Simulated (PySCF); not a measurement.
# What each rung costs, and what it gives

Saddle point of SiH$_{3}$ClO$_{2}$, closed shell (SiH₃ClO₂ ([OH][SiH]([OH])[Cl]) → SiHClO ([O][SiH][Cl]) + H₂O (still joined by a long Si–O bond); bonds formed: O2–H4; bonds broken: O3–H4; bonds weakened to dative contacts: Si1–O2), PBE0-D4/def2-TZVP structure:

```
7
angstrom
Si -0.5696 0.2396 0.3779
O 1.0999 0.0781 -0.3935
O -1.0926 0.6063 -1.0365
H 0.4117 0.2916 -1.2008
H -0.4195 1.1893 1.4910
Cl -0.9089 -1.5968 1.2161
H 1.4792 -0.8081 -0.4544
```

Barriers are electronic and count from the start structure reached by relaxing down the imaginary mode.

Computed with PySCF 2.14 with density fitting (its default auxiliary sets; JK sets also for MP2 and CCSD(T)) (basis: as named in each row); correlated methods freeze the cores. B3LYP uses VWN-RPA correlation. Extrapolation: Hartree–Fock as exp(−7.88 √X), correlation as X^−2.97.

Times are rough, for one single point on 4 threads of a shared host (Arm Neoverse V1).

The estimate by CCSD(T) at an estimated basis limit (MP2 extrapolated from triple and quadruple zeta, plus CCSD(T) − MP2 in triple zeta) is 53.69 kcal/mol.

| method | basis | time (s) | barrier (kcal/mol) | method less estimate |
| --- | --- | --- | --- | --- |
| HF | STO-3G | under 1 | 83.98 | 30.30 |
| B3LYP-D4 | 6-31G | 3 | 49.57 | -4.12 |
| PBE0-D4 | def2-SVP | 4 | 49.59 | -4.09 |
| PBE-D4 | def2-SVP | 4 | 43.74 | -9.94 |
| MP2 | def2-QZVPP | 5 | 52.36 | -1.33 |
| SPW92 | def2-TZVPP | 8 | 44.02 | -9.66 |
| BHLYP-D4 | def2-TZVPP | 10 | 58.37 | 4.68 |
| CCSD(T) | def2-SVP | 11 | 51.93 | -1.75 |
| PBE-D4 | def2-TZVPP | 11 | 46.53 | -7.16 |
| PBE0-D4 | def2-TZVPP | 11 | 51.81 | -1.87 |
| B3LYP-D4 | def2-TZVPP | 11 | 52.67 | -1.01 |
| r2SCAN-D4 | def2-TZVPP | 25 | 51.02 | -2.67 |
| wB97M-V | def2-TZVPP | 150 | 52.80 | -0.89 |
| CCSD(T) | def2-TZVPP | 380 | 53.65 | -0.04 |

All methods are single points on the PBE0-D4 structures.

T1 diagnostic: at most 0.015.

Labels in which every atom is bracketed show which atoms are joined, not bond orders.
